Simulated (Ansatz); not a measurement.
Species: sum formula H₂BSeO (charge -1, singlet). It need not be the lowest isomer of its formula. Whether it binds its extra electron was not tested at this geometry. SMILES: B([O-])[SeH]
Coordinates optimised at B3LYP-D3(BJ)/def2-TZVP (Ansatz, a quantum-chemistry and plane-wave program):
```xyz
5

B     -0.6955     0.8446    -0.9691
H     -1.3448     0.1575    -1.7372
O     -0.5231     2.0848    -0.8630
Se     0.2366    -0.6293     0.3613
H      0.9630     0.3371     1.2024
```
Charge -1, spin multiplicity 1.

Parts of the frozen-core correlation energy in STO-3G (Ansatz, hartree). Frozen orbitals: 16; correlated occupied orbitals by spin: 9 and 9; virtual: 5 and 5. No spin-orbit coupling. Non-relativistic.

```csv
term,value
reference (HF),-2472.86441
MP2 opposite-spin,-0.09908
MP2 same-spin,-0.02369
CCSD correlation,-0.14267
(T),-0.00623
FCI minus CCSD(T),-0.00048
T1 diagnostic,0.018
largest doubles amplitude,0.138
```
